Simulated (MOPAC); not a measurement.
MOPAC input (PM3):

```
PM3 1SCF UHF MS=0.5 GEO-OK AUX(PRECISION=9) THREADS=1
C2H4BO

C     1.88030700 1   -0.04919000 1   -0.13369900 1
C     0.59887100 1   -0.40035600 1   -0.26352100 1
B    -0.55859400 1    0.45276800 1    0.29136400 1
O    -1.85231100 1    0.10360900 1    0.16338400 1
H     2.15976100 1    0.86592000 1    0.37620400 1
H     2.69136400 1   -0.65284500 1   -0.52588000 1
H     0.36378500 1   -1.32997800 1   -0.78424700 1
H    -2.47851800 1    0.72146200 1    0.55335200 1
```

From the output:

```
                                                       MOPAC v23.2.5 Linux

          FINAL HEAT OF FORMATION =        -22.06299 KCAL/MOL =     -92.31156 KJ/MOL

          COSMO AREA              =        100.90 SQUARE ANGSTROMS
          COSMO VOLUME            =         83.36 CUBIC ANGSTROMS

          IONIZATION POTENTIAL    =          9.854934 EV
          ALPHA SOMO LUMO (EV)    =         -9.855  0.476
          BETA  SOMO LUMO (EV)    =        -10.601  0.506
          NO. OF ALPHA ELECTRONS  =         11
          NO. OF BETA  ELECTRONS  =         10
          MOLECULAR WEIGHT        =         54.8630         POINT GROUP:  Cs

          MOLECULAR DIMENSIONS (Angstroms)

            Atom       Atom       Distance
            H     8    H     6     5.45721
            H     7    H     5     2.92399
            H     5    O     4     0.00000

          SCF CALCULATIONS        =          1

   ATOM   CHEMICAL          X               Y               Z
  NUMBER   SYMBOL      (ANGSTROMS)     (ANGSTROMS)     (ANGSTROMS)

     1       C          1.88030700  *  -0.04919000  *  -0.13369900  *
     2       C          0.59887100  *  -0.40035600  *  -0.26352100  *
     3       B         -0.55859400  *   0.45276800  *   0.29136400  *
     4       O         -1.85231100  *   0.10360900  *   0.16338400  *
     5       H          2.15976100  *   0.86592000  *   0.37620400  *
     6       H          2.69136400  *  -0.65284500  *  -0.52588000  *
     7       H          0.36378500  *  -1.32997800  *  -0.78424700  *
     8       H         -2.47851800  *   0.72146200  *   0.55335200  *

                             CARTESIAN COORDINATES

   1    C        1.880307000    -0.049190000    -0.133699000
   2    C        0.598871000    -0.400356000    -0.263521000
   3    B       -0.558594000     0.452768000     0.291364000
   4    O       -1.852311000     0.103609000     0.163384000
   5    H        2.159761000     0.865920000     0.376204000
   6    H        2.691364000    -0.652845000    -0.525880000
   7    H        0.363785000    -1.329978000    -0.784247000
   8    H       -2.478518000     0.721462000     0.553352000

           Empirical Formula: C2 H4 O B  =     8 atoms

      MOLECULAR POINT GROUP   :   Cs

          ALPHA EIGENVALUES
 -38.56808 -33.36427 -22.42928 -18.92287 -17.89292 -15.95718 -14.64722 -14.40214
 -12.51893 -10.65987  -9.85493   0.47614   2.80954   2.95565   3.82041   3.98594
   4.50272   5.32508   5.46051   6.18822

           BETA EIGENVALUES
 -38.49118 -33.23900 -22.17628 -18.37376 -16.82694 -15.35606 -14.49703 -14.25966
 -12.02752 -10.60131   0.50602   1.33851   2.99427   3.21536   3.78812   4.12070
   4.86041   5.49795   5.62681   6.22088

              NET ATOMIC CHARGES AND DIPOLE CONTRIBUTIONS

  ATOM NO.   TYPE          CHARGE      No. of ELECS.   s-Pop       p-Pop
    1          C          -0.031584        4.0316     1.18066     2.85092
    2          C          -0.218439        4.2184     1.18371     3.03473
    3          B          -0.008747        3.0087     1.29711     1.71163
    4          O          -0.210985        6.2110     1.70051     4.51047
    5          H           0.076531        0.9235     0.92347
    6          H           0.067905        0.9321     0.93209
    7          H           0.100121        0.8999     0.89988
    8          H           0.225198        0.7748     0.77480
 DIPOLE           X         Y         Z       TOTAL
 POINT-CHG.     0.153     0.550     0.307     0.648
 HYBRID        -0.538    -0.470    -0.240     0.754
 SUM           -0.386     0.080     0.068     0.399

          ATOMIC ORBITAL ELECTRON POPULATIONS

     Atom    s        px        py        pz
    1  C   1.18066   0.95487   0.97255   0.92349
    2  C   1.18371   0.99568   1.01375   1.02530
    3  B   1.29711   0.65989   0.60983   0.44191
    4  O   1.70051   1.34031   1.52547   1.64470
    5  H   0.92347
    6  H   0.93209
    7  H   0.89988
    8  H   0.77480

                    (SZ)    =    0.500000
                    (S**2)  =    0.763282

          ATOMIC ORBITAL SPIN POPULATIONS

    Atom   Total    s     px     py     pz
         Atomic
    1  C -0.1300 -0.008 -0.013 -0.032 -0.076
    2  C  0.2334  0.036  0.055  0.060  0.082
    3  B  0.7100  0.260 -0.009  0.341  0.119
    4  O  0.1374 -0.005  0.045  0.079  0.018
    5  H  0.0105  0.011
    6  H  0.0101  0.010
    7  H  0.0270  0.027
    8  H  0.0016  0.002

 **********************
 *                    *
 * JOB ENDED NORMALLY *
 *                    *
 **********************

 == MOPAC DONE ==
```

The geometry given is a B3LYP-D3(BJ)/def2-TZVP minimum.
